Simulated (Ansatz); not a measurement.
Start from `B[C](=C)[SnH3]` and change one atom or group to get `B[C](=C)[AlH][CH3]`.

Ansatz, PBE0-D4/def2-TZVP geometries, multiplicity 1. Each molecule was computed in one conformer, which needn't be the lowest.

Elements past krypton have def2 core potentials.

```
                                          property  `B[C](=C)[SnH3]`
             LUMO energy (ωB97M-V/def2-TZVPP) / eV             -0.24
size of the dipole moment (ωB97M-V/def2-TZVPP) / D              1.18
             HOMO–LUMO gap (B3LYP/def2-TZVPP) / eV              5.27
  size of the dipole moment (B3LYP/def2-TZVPP) / D              1.21
               HOMO–LUMO gap (PBE/def2-TZVPP) / eV              3.48
             HOMO energy (ωB97M-V/def2-TZVPP) / eV            -10.07
```

(1) Give the same properties after the change, and the shifts. (An estimate is asked.)

## Answers

(1) The calculation gave: 
| property | `B[C](=C)[AlH][CH3]` | shift |
| --- | --- | --- |
| LUMO energy (ωB97M-V/def2-TZVPP) / eV | -0.19 | 0.05 |
| size of the dipole moment (ωB97M-V/def2-TZVPP) / D | 0.56 | -0.62 |
| HOMO–LUMO gap (B3LYP/def2-TZVPP) / eV | 4.91 | -0.36 |
| size of the dipole moment (B3LYP/def2-TZVPP) / D | 0.60 | -0.61 |
| HOMO–LUMO gap (PBE/def2-TZVPP) / eV | 3.06 | -0.42 |
| HOMO energy (ωB97M-V/def2-TZVPP) / eV | -9.68 | 0.39 |

With PBE0 the HOMO rises by 0.44 eV and the LUMO rises by 0.08 eV, so the gap narrows by about 0.36 eV. PBE moves the HOMO by 0.51 eV and ωB97M-V by 0.39 eV. Dipoles are sizes alone; their direction can turn.

B3LYP here is the variant with VWN-RPA as its local correlation; programs differ in this.
